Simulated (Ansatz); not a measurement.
`CC1BB1F` and `FB1BC1` differ in one atom or group.

Ansatz, PBE0-D4/def2-TZVP geometries, multiplicity 1. 

```tsv
property	`CC1BB1F`
HOMO–LUMO gap (B3LYP/def2-TZVPP) / eV	6.65
HOMO–LUMO gap (PBE/def2-TZVPP) / eV	5.08
size of the dipole moment (ωB97M-V/def2-TZVPP) / D	1.99
LUMO energy (ωB97M-V/def2-TZVPP) / eV	1.56
LUMO energy (B3LYP/def2-TZVPP) / eV	-0.66
HOMO–LUMO gap (ωB97M-V/def2-TZVPP) / eV	11.26
```

Q: What does the change do to each property? (Best estimate.)

A: The calculation gave: 
```
                                          property  `FB1BC1`  shift
             HOMO–LUMO gap (B3LYP/def2-TZVPP) / eV      6.84   0.19
               HOMO–LUMO gap (PBE/def2-TZVPP) / eV      4.96  -0.12
size of the dipole moment (ωB97M-V/def2-TZVPP) / D      1.52  -0.47
             LUMO energy (ωB97M-V/def2-TZVPP) / eV      1.33  -0.23
               LUMO energy (B3LYP/def2-TZVPP) / eV     -0.95  -0.29
           HOMO–LUMO gap (ωB97M-V/def2-TZVPP) / eV     11.57   0.31
```

With PBE0 the HOMO falls by 0.43 eV and the LUMO falls by 0.28 eV, so the gap widens by about 0.15 eV. PBE moves the HOMO by -0.18 eV and ωB97M-V by -0.55 eV. The zero-point energy changes by -76.9 kJ/mol with -9 modes. Dipoles are sizes alone; their direction can turn.

B3LYP here is the variant with VWN-RPA as its local correlation; programs differ in this.
